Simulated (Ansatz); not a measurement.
Relaxation of Rb2Cl3⁻ with RKS PBE0-D4/def2-SVPD.

```sh
$ ansatz run in.yaml --threads 4 --pin off --events-out ev --progress --plain --max-ram 4787MiB
```

```yaml
crystal:
  periodic: [false, false, false]
  atoms:
    - {symbol: Rb, position_ang: [2.055650, 2.038430, -0.637680]}
    - {symbol: Rb, position_ang: [-2.015890, -2.089690, 0.603140]}
    - {symbol: Cl, position_ang: [3.887110, 4.005500, -1.220430]}
    - {symbol: Cl, position_ang: [0.027960, -0.032890, 0.013100]}
    - {symbol: Cl, position_ang: [-3.954830, -3.921350, 1.241870]}
basis:
  gaussian: {orbitals: def2-SVPD}
total_charge: -1
hamiltonian: {xc: pbe0, dispersion: d4}
scf: {lower_state_search: "off"}
output: {orbitals: {seedname: orbitals}}
relax: {f_tol: 0.02, max_steps: 100}
```

It took 63 s on 4 threads of Intel Xeon on a shared host.

Positions (Å) and forces (eV/Å) at steps 1, 2, 4 of 4:

```xyz
5
step=1 energy=-38864.8583 eV
Rb    2.056    2.038   -0.638   -0.522   -0.569    0.167
Rb   -2.016   -2.090    0.603    0.574    0.530   -0.198
Cl    3.887    4.005   -1.220    0.795    0.851   -0.254
Cl    0.028   -0.033    0.013    0.034    0.025   -0.004
Cl   -3.955   -3.921    1.242   -0.882   -0.836    0.289
5
step=2 energy=-38865.1133 eV
Rb    2.088    2.070   -0.647   -0.083   -0.091    0.027
Rb   -2.046   -2.123    0.611    0.085    0.078   -0.031
Cl    4.016    4.141   -1.261    0.243    0.258   -0.078
Cl    0.034   -0.032    0.013    0.010    0.001   -0.001
Cl   -4.093   -4.056    1.285   -0.255   -0.245    0.082
5
step=4 energy=-38865.1660 eV
Rb    2.139    2.146   -0.661   -0.009   -0.009    0.002
Rb   -2.120   -2.166    0.657    0.008    0.009   -0.002
Cl    4.149    4.261   -1.303    0.005    0.005   -0.001
Cl    0.045   -0.046   -0.006    0.000    0.000    0.000
Cl   -4.213   -4.194    1.313   -0.004   -0.005    0.001
```

In the def2 sets Rb takes a core potential; there is no spin–orbit coupling. Another isomer (singlet) lies 0.18 eV lower at PBE0-D4/def2-TZVPD; other spin states weren't run for this one.
